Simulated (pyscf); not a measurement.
**HS–Sn:–Cl (SMILES [SH][Sn][Cl]), singlet**

Gas-phase minimum from PySCF at ωB97X-D3(BJ)/def2-SVP, one conformer. Other isomers of HS–Sn:–Cl [singlet] were not searched in full and may lie lower. 

SMILES: [Sn]([Cl])[SH]
```xyz
4

S     -0.4930     1.0056    -1.4420
Sn     1.7396     0.7738    -0.5424
Cl     1.0378    -0.2923     1.4733
H     -1.0720     0.4205    -0.3748
```
Charge 0, spin multiplicity 1.

Bonds (Å): S1–Sn2 2.418, S1–H4 1.348, Sn2–Cl3 2.386. Bond angles (°): Sn2–S1–H4 93.5, S1–Sn2–Cl3 94.9.

Properties at ωB97X-D3(BJ)/def2-SVP:

```yaml
harmonic_wavenumbers_unscaled: 136, 342, 358, 375, 631, 2761 cm⁻¹
zero_point_energy: 6.6 kcal/mol
rotational_symmetry_number: 1
Entropy of this conformer at 298 K and 1 atm, rigid rotor and harmonic oscillator, modes under 100 cm⁻¹ raised to 100: 316.5 J/(mol K)
dipole_moment: 2.10 D
```

Single-point totals, which compare only within one level (frozen core for MP2 and CC):

| level | total energy (hartree) |
|---|---|
| ωB97X-D3(BJ)/def2-TZVP | -1073.51255 |
| PBE/def2-TZVP | -1073.06120 |
| r²SCAN/def2-TZVP | -1073.44240 |
| B3LYP-D3(BJ)/def2-TZVP | -1073.53609 |
| PBE0-D3(BJ)/def2-TZVP | -1073.13821 |
| M06-2X/def2-TZVP | -1073.31650 |
| ωB97M-D3(BJ)/def2-TZVP | -1073.55299 |
| HF/def2-TZVPP | -1071.08781 |
| MP2/def2-TZVPP | -1071.75730 |
| CCSD/def2-TZVPP | -1071.78041 |
| CCSD(T)/def2-TZVPP | -1071.80876 |

Soft torsions are taken as harmonic, which can shift the entropy by several J/(mol K). The CCSD(T) − MP2 part came from Ansatz, without density fitting, on the same reference. The frozen core leaves the outer d or s,p core shells of the metals and heavy elements correlated in the MP2 and CC values, and def2-TZVPP describes them poorly, so these totals are far from the basis limit. Elements past Kr carry the def2 core potentials, without spin-orbit coupling.
